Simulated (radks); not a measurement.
Results of a calculation; reference values are marked as such.
All-electron atom: Pr3+ in [Xe] 4f2 (the NIST ground configuration). Code: a radial shooting solver on a logarithmic mesh with Libxc functionals. Model: scalar-relativistic Kohn-Sham, BLYP, spin-polarised, spherical densities, finite nucleus; open shells are filled with parallel spins first (spin-orbit coupling, left out, can overturn this in heavy ions); Fermi nuclear charge, rms radius 4.8919 fm.

Normalised radial functions P(r) = r R(r), r in bohr:

r	5p up
0.002967	0.0049
0.004498	0.0101
0.006818	0.0204
0.01042	0.0404
0.01579	0.0751
0.02394	0.1285
0.03629	0.1901
0.05502	0.2151
0.0834	0.1206
0.1264	-0.1253
0.1916	-0.3143
0.2905	-0.0780
0.4404	0.4105
0.6729	0.2720
1.02	-0.5286
1.546	-0.9016
2.344	-0.5277
3.553	-0.1230
5.386	-0.0083

5p up: eigenvalue -47.118 eV, 3 radial nodes at r = 0.105, 0.310, 0.785 bohr, <r> = 1.68 bohr, 90 % of the charge inside 2.43 bohr.
